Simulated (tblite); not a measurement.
C7H8NPS2.
SMILES with atom numbers: `[N:1]#[C:2][CH2:3][CH2:4][P@@H:5](=[S:6])[c:7]1[cH:8][cH:9][s:10][cH:11]1` (hydrogens: H12, H13 on C3; H14, H15 on C4; H16 on P5; H17 on C8; H18 on C9; H19 on C11)

Computed with GFN2-xTB (tblite), gas phase: L-BFGS steps from a force-field or distance-geometry start until the largest atomic force falls under 0.01 eV/Å.

Step 85: E = -842.6611 eV
```
atom  x, y, z in Å  |  force x, y, z in eV/Å
N1     -3.5029   -0.2271    1.8943    0.028  -0.012  -0.181
C2     -3.2066   -0.0875    0.7978    0.046   0.045   0.104
C3     -2.7808    0.1336   -0.5633   -0.026  -0.041   0.028
C4     -1.3156    0.5849   -0.5886    0.022  -0.086   0.068
P5     -0.2318   -0.8755   -0.2264    0.013  -0.003  -0.007
S6     -0.2515   -2.2034   -1.6267    0.006  -0.011   0.007
C7      1.3821   -0.2121    0.2454    0.034   0.030   0.005
C8      2.4353    0.0401   -0.6746    0.007  -0.091  -0.039
C9      3.5601    0.4896   -0.0676   -0.064   0.042   0.006
S10     3.3604    0.6141    1.6388    0.040   0.026  -0.018
C11     1.7491    0.0493    1.5345    0.015   0.056   0.021
H12    -2.8855   -0.8096   -1.1153   -0.008   0.046  -0.043
H13    -3.4359    0.8862   -1.0168    0.057  -0.054   0.015
H14    -1.1356    1.3748    0.1407    0.017   0.092   0.027
H15    -1.0344    0.9415   -1.5856   -0.044   0.004   0.018
H16    -0.7179   -1.2776    1.0245   -0.007   0.025  -0.018
H17     2.3470   -0.1474   -1.7297   -0.025   0.033  -0.042
H18     4.4944    0.7754   -0.5151   -0.084  -0.067   0.054
H19     1.1604   -0.0401    2.4265   -0.026  -0.034  -0.006
```

Step 86: E = -842.6634 eV
```
atom  x, y, z in Å  |  force x, y, z in eV/Å
N1     -3.5148   -0.2746    1.8771    0.048   0.003  -0.245
C2     -3.2130   -0.1091    0.7852    0.023   0.047   0.150
C3     -2.7809    0.1425   -0.5690   -0.008  -0.044   0.027
C4     -1.3124    0.5858   -0.5783    0.008  -0.052   0.052
P5     -0.2332   -0.8766   -0.2135    0.018  -0.016   0.002
S6     -0.2542   -2.2132   -1.6052   -0.006  -0.005  -0.001
C7      1.3834   -0.2116    0.2467    0.024   0.017   0.040
C8      2.4358    0.0311   -0.6773   -0.025  -0.075  -0.014
C9      3.5609    0.4874   -0.0755   -0.086   0.029  -0.009
S10     3.3630    0.6257    1.6304    0.056   0.025  -0.031
C11     1.7518    0.0585    1.5339    0.031   0.081   0.017
H12    -2.8940   -0.7861   -1.1434    0.016   0.045  -0.037
H13    -3.4244    0.9121   -1.0097    0.033  -0.053   0.031
H14    -1.1382    1.3763    0.1537    0.020   0.048   0.011
H15    -1.0217    0.9454   -1.5723   -0.049  -0.003   0.031
H16    -0.7179   -1.2731    1.0402    0.006   0.032  -0.025
H17     2.3409   -0.1629   -1.7307   -0.007   0.031  -0.035
H18     4.4929    0.7701   -0.5294   -0.076  -0.065   0.067
H19     1.1663   -0.0184    2.4298   -0.027  -0.046  -0.033
```

Step 87: E = -842.6658 eV
```
atom  x, y, z in Å  |  force x, y, z in eV/Å
N1     -3.5060   -0.3051    1.8688    0.015  -0.008  -0.099
C2     -3.2042   -0.1187    0.7815    0.008   0.042   0.080
C3     -2.7773    0.1521   -0.5681    0.008  -0.020  -0.040
C4     -1.3057    0.5816   -0.5765    0.001   0.011   0.017
P5     -0.2340   -0.8834   -0.2076    0.023  -0.048   0.002
S6     -0.2548   -2.2309   -1.5903   -0.015   0.030   0.018
C7      1.3831   -0.2154    0.2467   -0.029  -0.021   0.067
C8      2.4342    0.0241   -0.6786   -0.064  -0.029   0.002
C9      3.5537    0.4931   -0.0768   -0.072   0.004  -0.023
S10     3.3561    0.6369    1.6279    0.067   0.027  -0.026
C11     1.7484    0.0604    1.5334    0.039   0.091   0.017
H12    -2.9062   -0.7626   -1.1600    0.034   0.019  -0.034
H13    -3.4103    0.9373   -0.9951    0.005  -0.041   0.042
H14    -1.1288    1.3813    0.1465    0.027  -0.005   0.014
H15    -1.0164    0.9351   -1.5727   -0.027  -0.003   0.009
H16    -0.7232   -1.2711    1.0472    0.024   0.031  -0.026
H17     2.3349   -0.1681   -1.7320    0.014   0.018  -0.028
H18     4.4830    0.7763   -0.5321   -0.024  -0.045   0.051
H19     1.1638   -0.0137    2.4302   -0.032  -0.050  -0.042
```

Step 88: E = -842.6665 eV
```
atom  x, y, z in Å  |  force x, y, z in eV/Å
N1     -3.5677   -0.3795    1.8325    0.191   0.115  -0.589
C2     -3.2333   -0.1531    0.7581   -0.125  -0.064   0.432
C3     -2.7782    0.1564   -0.5773    0.050  -0.049   0.061
C4     -1.3058    0.5907   -0.5496   -0.042   0.082  -0.024
P5     -0.2337   -0.8734   -0.1854    0.042  -0.037   0.009
S6     -0.2585   -2.2199   -1.5685   -0.022   0.024   0.015
C7      1.3889   -0.2079    0.2554   -0.009  -0.027   0.080
C8      2.4362    0.0050   -0.6828   -0.099   0.013   0.033
C9      3.5612    0.4799   -0.0958   -0.073  -0.025  -0.019
S10     3.3798    0.6505    1.6088    0.026   0.020  -0.049
C11     1.7655    0.0861    1.5361    0.020   0.073  -0.014
H12    -2.8973   -0.7406   -1.1996    0.059   0.032   0.013
H13    -3.4014    0.9516   -0.9967   -0.030  -0.006   0.048
H14    -1.1444    1.3888    0.1831    0.008  -0.090  -0.026
H15    -1.0035    0.9577   -1.5393   -0.031  -0.022   0.056
H16    -0.7198   -1.2590    1.0702    0.026   0.020  -0.008
H17     2.3268   -0.1999   -1.7343    0.019   0.017   0.029
H18     4.4896    0.7475   -0.5615   -0.007  -0.037   0.043
H19     1.1859    0.0284    2.4392    0.000  -0.041  -0.090
```

Q: Estimate the geometry and energy of step 89. (The exact step hangs on the optimiser's Hessian estimate; all steps are aligned on step 88, rigid shifts and turns removed.)

A: E = -842.6690 eV, largest force 0.108 eV/Å
```
atom  x, y, z in Å  |  force x, y, z in eV/Å
N1     -3.5509   -0.3521    1.8398    0.018  -0.001  -0.041
C2     -3.2247   -0.1409    0.7646    0.004   0.011   0.000
C3     -2.7778    0.1521   -0.5741    0.085   0.002   0.017
C4     -1.3063    0.5871   -0.5553   -0.014   0.103  -0.029
P5     -0.2324   -0.8765   -0.1925    0.028  -0.010   0.013
S6     -0.2527   -2.2208   -1.5769   -0.019   0.012   0.002
C7      1.3865   -0.2087    0.2554   -0.006  -0.024   0.051
C8      2.4331    0.0092   -0.6816   -0.070   0.031   0.031
C9      3.5568    0.4827   -0.0915   -0.048  -0.028  -0.016
S10     3.3766    0.6459    1.6129    0.001   0.020  -0.024
C11     1.7622    0.0826    1.5366    0.007   0.049  -0.012
H12    -2.8975   -0.7484   -1.1873    0.047  -0.029  -0.021
H13    -3.4043    0.9413   -0.9967   -0.043   0.031   0.021
H14    -1.1404    1.3861    0.1758    0.003  -0.094  -0.032
H15    -1.0100    0.9541   -1.5470   -0.024  -0.028   0.059
H16    -0.7214   -1.2634    1.0605    0.018   0.011   0.009
H17     2.3268   -0.1868   -1.7346    0.007   0.001   0.016
H18     4.4875    0.7498   -0.5516    0.003  -0.027   0.017
H19     1.1790    0.0162    2.4361    0.004  -0.029  -0.059
```

The energy changes by -0.0025 eV. The first-order estimate −F·Δx gives -0.0047 eV and the mean of the old and new forces, exact on a quadratic surface, -0.0026 eV. The step makes an angle of 84° with the force vector and moves no atom by more than 0.033 Å.

The cost below is that of the whole relaxation. Hardware: an Arm Neoverse V1 with one thread, on a shared host. Cost: 1.4 s of wall time.
